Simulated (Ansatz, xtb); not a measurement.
**Two isomers of C5H8Si2**

Structure I is `C#C[SiH2][SiH2]C#CC`, a singlet and structure II is `CC#C[SiH2]C#C[SiH3]`, a singlet. Both are isolated molecules in the gas phase, relaxed with PBE0-D3(BJ)/def2-SVP, each in the lowest conformer that the search found.

Problem. Estimate which is lower in electronic energy at CCSD(T)/def2-SVP + ΔMP2/def2-TZVPP, and by roughly how much.

Solution. The CCSD(T)/def2-SVP + ΔMP2/def2-TZVPP calculation puts structure II lower, by 37.8 kJ/mol.

The same difference at several levels:

| level | geometry | E(II) − E(I) (kJ/mol) | departure from the last row (kJ/mol) | job, with rough time for the two |
| --- | --- | --- | --- | --- |
| GFN2-xTB | GFN2-xTB | −57.5 | −19.7 | optimisation, 0.22 s |
| HF/STO-3G | GFN2-xTB | −34.8 | +3.0 | single point, 0.36 s |
| r2SCAN-D4/def2-SVP | GFN2-xTB | −35.5 | +2.3 | single point, 3.1 s |
| PBE0-D3(BJ)/def2-SVP | PBE0-D3(BJ)/def2-SVP | −23.3 | +14.5 | optimisation, 29 s |
| HF/def2-SVP | PBE0-D3(BJ)/def2-SVP | −47.3 | −9.5 | part of the CCSD(T) run |
| MP2/def2-SVP | PBE0-D3(BJ)/def2-SVP | −42.4 | −4.6 | part of the CCSD(T) run |
| CCSD(T)/def2-SVP | PBE0-D3(BJ)/def2-SVP | −36.8 | +1.0 | single point |
| CCSD(T)/def2-SVP + ΔMP2/def2-TZVPP | PBE0-D3(BJ)/def2-SVP | −37.8 |  | single point, 67 s |

As drawn, II has 1 C–Si, 1 Si–H in place of 1 Si–Si, 1 C–H.

None of the levels shown reverses the order. The largest departure from CCSD(T)/def2-SVP + ΔMP2/def2-TZVPP is that of GFN2-xTB, 19.7 kJ/mol. A small imaginary or near-zero mode remains, so no thermal terms are given. The last row adds to CCSD(T) the change of the MP2 difference between the two basis sets, here −1.0 kJ/mol.

The correlated steps freeze 15 core orbitals. Run with Ansatz 0.2.0, xtb 6.7.1; the last row on 4 threads of Arm Neoverse V1 on a shared host.
